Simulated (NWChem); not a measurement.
# SiH₃S₂OCl; SMILES O[Si](S)(S)Cl

```xyz
8

O     -0.3093    -0.1928     1.8823
Si    -0.0406    -0.0257     0.2614
S      1.8796     0.7000    -0.2904
S     -0.3329    -1.9561    -0.5628
Cl    -1.3277     1.4139    -0.4728
H     -0.3908     0.6230     2.3892
H      2.5224    -0.3736     0.2240
H     -1.2672    -2.2850     0.3584
```
Atoms are numbered in this order, from 1.

Geometry: optimised at PBE0/def2-SVP.

Task: List the 4 lowest vertical singlet excitations from PBE/def2-SVP, TDA (NWChem).

Result: 
```json
[
 {"state": "S1", "energy (eV)": "6.07", "oscillator strength": "0.002", "leading excitation (squared amplitude)": "HOMO → LUMO (0.96)"},
 {"state": "S2", "energy (eV)": "6.21", "oscillator strength": "0.002", "leading excitation (squared amplitude)": "HOMO−1 → LUMO (0.76)"},
 {"state": "S3", "energy (eV)": "6.29", "oscillator strength": "0.011", "leading excitation (squared amplitude)": "HOMO → LUMO+1 (0.42)"},
 {"state": "S4", "energy (eV)": "6.33", "oscillator strength": "0.013", "leading excitation (squared amplitude)": "HOMO → LUMO+2 (0.34)"}
]
```
